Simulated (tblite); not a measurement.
C5H5BrO2Si.
Structure used (GFN2-xTB), in Å, numbered top down from 1:
```
atom  x, y, z in Å
O1     3.3071    0.7542   -1.2696
C2     2.8394    0.2195   -0.3174
Br3    4.0402   -0.5186    1.0629
C4     1.4629    0.0098    0.0156
C5     0.3297    0.3838   -0.6813
C6    -0.7778   -0.0527    0.0739
Si7   -2.6029    0.1470   -0.3348
C8    -0.2220   -0.6617    1.1744
O9     1.1046   -0.6301    1.1511
H10    0.3151    0.9063   -1.6157
H11   -3.2804    0.6338    0.8667
H12   -3.1281   -1.1599   -0.7318
H13   -2.7021    1.1076   -1.4316
H14   -0.6863   -1.1396    2.0155
```

Computed values, GFN2-xTB/tblite, gas phase, harmonic and unscaled. Errors from tens to a few hundred cm⁻¹ against measured bands are possible. Modes of hydrogen on silicon can be 10 to 20 % off. One conformer, not necessarily the lowest. The optimisation stopped once no atom felt more than 0.01 eV/Å.

Lowest wavenumbers of the output (negative numbers stand for imaginary wavenumbers):
```
mode    cm-1
  1     -32.0
  2      43.1
  3      89.4
  4     119.2
  5     165.6
  6     219.8
  7     284.3
  8     324.1
  9     453.2
 10     519.8
 11     537.6
 12     547.5
 13     550.7
 14     625.0
 15     651.2
```

Is this structure a minimum?

Not by this Hessian. 1 mode is imaginary beyond 20i (32i cm⁻¹), so at this level the point lies at or near a first-order saddle. The curvature is small, so loose convergence or finite differences may be the whole cause.

Which atoms move in the imaginary mode?

32i: H12 (Si–H hydrogen) 33 %, H11 (Si–H hydrogen) 33 %, H13 (Si–H hydrogen) 31 %. These are shares of the mass-weighted motion.

What is the remedy?

Step along that mode in both directions, optimise again with tighter thresholds and repeat the frequencies. The zero-point energy of this point (51.2 kcal/mol) counts the 35 real modes alone, and thermal corrections from it aren't those of a minimum.
